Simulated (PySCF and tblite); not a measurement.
Results of a calculation; reference values are marked as such.
System: C₃H₁₁BN₂, numbered as in [CH3:1][NH:2][BH:3][N:4]([CH3:5])[CH3:6].

Motion: rotation about the B3–N2 bond (torsion N4–B3–N2–C1 from -180° to -8°, rising). GFN2-xTB gives an electronic barrier of 13.1 kcal/mol and a reaction energy of 3.2 kcal/mol.

Q: What does PBE0/pcSseg-1 + D3(BJ) give on GFN2-xTB geometries?

A: A barrier of 13.8 kcal/mol, 0.7 above the tight-binding barrier (from unrounded values), a reaction energy of 2.9 kcal/mol and, with GFN2-xTB thermal terms, ΔG‡(298 K) = 14.1 kcal/mol and k = 543 s⁻¹ (2 equivalent paths).

Programs: tblite and PySCF.
